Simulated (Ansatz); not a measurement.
ClH4InN2, SMILES `[NH2][In]([NH2])[Cl]`, relaxed with RKS PBE0-D4/def2-TZVP in Ansatz from a GFN2-xTB geometry. The force threshold is 0.005 eV/Å; the program also tests the step.

Charge 0, multiplicity 1. In: def2 effective core potential.

Start:

```xyz
8

N    -0.998   -0.032    1.568
In    0.384    0.342    0.093
N     0.298   -0.589   -1.739
Cl    2.073    1.843    0.502
H    -1.050    0.753    2.212
H    -1.924   -0.153    1.169
H    -0.002   -1.554   -1.635
H     1.219   -0.609   -2.170
```

```
step  energy (eV)  largest force (eV/Å)  largest move (Å)
   1  -20737.8204                 0.661             0.000
   2  -20737.8603                 0.243             0.061
   3  -20737.8731                 0.283             0.069
   4  -20737.8765                 0.157             0.056
   5  -20737.8773                 0.013             0.018
   6  -20737.8773                 0.004             0.006
```

End:

```xyz
8

N    -1.004    0.047    1.571
In    0.319    0.283    0.077
N     0.373   -0.606   -1.723
Cl    2.037    1.809    0.493
H    -1.044    0.819    2.221
H    -1.944   -0.210    1.305
H    -0.021   -1.535   -1.781
H     1.283   -0.607   -2.163
```

Run time 28 s (4 threads of an Arm Neoverse N1 on a shared host); peak host memory 0.43 GiB.
